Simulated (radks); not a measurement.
Sn I, configuration [Kr] 4d10 5s2 5p1 6p1 (not the ground configuration). Calculated with a radial shooting solver on a logarithmic mesh with Libxc functionals: scalar-relativistic Kohn-Sham, PBE, spin-polarised, spherical densities, finite nucleus; open shells are filled with parallel spins first (spin-orbit coupling, left out, can overturn this in heavy ions); Fermi nuclear charge, rms radius 4.6519 fm.

Normalised radial functions P(r) = r R(r), r in bohr:

| r | 4d up | 4d down |
|---|---|---|
| 0.003697 | 0.0001 | 0.0001 |
| 0.004339 | 0.0001 | 0.0001 |
| 0.005132 | 0.0002 | 0.0002 |
| 0.006023 | 0.0003 | 0.0003 |
| 0.007068 | 0.0005 | 0.0005 |
| 0.008361 | 0.0008 | 0.0008 |
| 0.009811 | 0.0013 | 0.0013 |
| 0.01151 | 0.0019 | 0.0019 |
| 0.01362 | 0.0031 | 0.0031 |
| 0.01598 | 0.0047 | 0.0047 |
| 0.01891 | 0.0074 | 0.0074 |
| 0.02219 | 0.0112 | 0.0113 |
| 0.02604 | 0.0169 | 0.0170 |
| 0.0308 | 0.0258 | 0.0259 |
| 0.03614 | 0.0381 | 0.0382 |
| 0.04242 | 0.0555 | 0.0556 |
| 0.05018 | 0.0810 | 0.0812 |
| 0.05888 | 0.1140 | 0.1143 |
| 0.0691 | 0.1570 | 0.1575 |
| 0.08174 | 0.2141 | 0.2147 |
| 0.09592 | 0.2792 | 0.2800 |
| 0.1135 | 0.3557 | 0.3566 |
| 0.1332 | 0.4297 | 0.4309 |
| 0.1563 | 0.4946 | 0.4959 |
| 0.1848 | 0.5373 | 0.5387 |
| 0.2169 | 0.5363 | 0.5378 |
| 0.2546 | 0.4781 | 0.4794 |
| 0.3011 | 0.3434 | 0.3443 |
| 0.3534 | 0.1443 | 0.1446 |
| 0.418 | -0.1239 | -0.1243 |
| 0.4906 | -0.4057 | -0.4069 |
| 0.5757 | -0.6735 | -0.6755 |
| 0.681 | -0.8946 | -0.8970 |
| 0.7991 | -1.0130 | -1.0157 |
| 0.9378 | -1.0288 | -1.0313 |
| 1.109 | -0.9469 | -0.9487 |
| 1.302 | -0.8041 | -0.8045 |
| 1.528 | -0.6318 | -0.6305 |
| 1.807 | -0.4516 | -0.4484 |
| 2.121 | -0.3023 | -0.2978 |
| 2.509 | -0.1804 | -0.1757 |
| 2.944 | -0.0992 | -0.0956 |
| 3.455 | -0.0483 | -0.0462 |
| 4.087 | -0.0195 | -0.0185 |
| 4.796 | -0.0070 | -0.0066 |
| 5.628 | -0.0020 | -0.0019 |
| 6.658 | -0.0005 | -0.0004 |
| 7.813 | -0.0001 | -0.0001 |
| 9.169 | 0.0000 | 0.0000 |
| 10.85 | 0.0000 | 0.0000 |
| 12.73 | 0.0000 | 0.0000 |
| 15.06 | 0.0000 | 0.0000 |
| 17.67 | 0.0000 | 0.0000 |
| 20.73 | 0.0000 | 0.0000 |
| 24.53 | 0.0000 | 0.0000 |
| 28.78 | 0.0000 | 0.0000 |

4d up: eigenvalue -30.476 eV, 1 radial node at r = 0.388 bohr, <r> = 1.10 bohr, 90 % of the charge inside 1.71 bohr. 4d down: eigenvalue -30.357 eV, 1 radial node at r = 0.388 bohr, <r> = 1.09 bohr, 90 % of the charge inside 1.70 bohr.
